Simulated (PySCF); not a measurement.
PySCF run on SbBr⁻

Input:

```python
from pyscf import gto, scf, mp

mol = gto.M(
    atom='Sb 0 0 0; Br 0 0 2.58',
    basis='sbkjc',
    ecp={'Sb': 'sbkjc', 'Br': 'sbkjc'},
    charge=-1,
    spin=1,
    verbose=3,
)
mf = scf.UHF(mol)
mf.kernel()
mp.MP2(mf).kernel()
mf.dip_moment()
print('orbital energies (hartree):', [e[max(0, n-3):n+3].round(4) for e, n in zip(mf.mo_energy, mol.nelec)])
```

```bash
$ OMP_NUM_THREADS=1 python input.py
```

It prints (some set-up lines and the per-cycle HOMO/LUMO lines with their warnings removed):

```
converged SCF energy = -18.4794707064679  <S^2> = 0.75269926  2S+1 = 2.0026974
E(UMP2) = -18.5213384333465  E_corr = -0.0418677268785401
E(SCS-UMP2) = -18.5224813902519  E_corr = -0.0430106837839522

WARN: System has nonzero charge -1; the dipole moment is origin-dependent.
Location of origin: [0. 0. 0.]

Dipole moment(X, Y, Z, Debye):  0.00000, -0.00000, -5.91522
orbital energies (hartree): [array([-0.2265, -0.1084, -0.0711,  0.2113,  0.4113,  0.4329]), array([-0.2213, -0.216 , -0.049 ,  0.1946,  0.2264,  0.4425])]
```

In short: E(SCF) = -18.479471 Eh, E(MP2) − E(SCF) = -0.04187 Eh, ⟨S²⟩ = 0.753.

It ran on Arm Neoverse N1 (1 thread, shared host) in 1.4 s, peak memory 0.12 GiB.

The basis has no diffuse functions, which an anion needs. The bond length is a typed value, not an optimised one. The dipole of an ion depends on the origin. No search for the lowest solution was made.
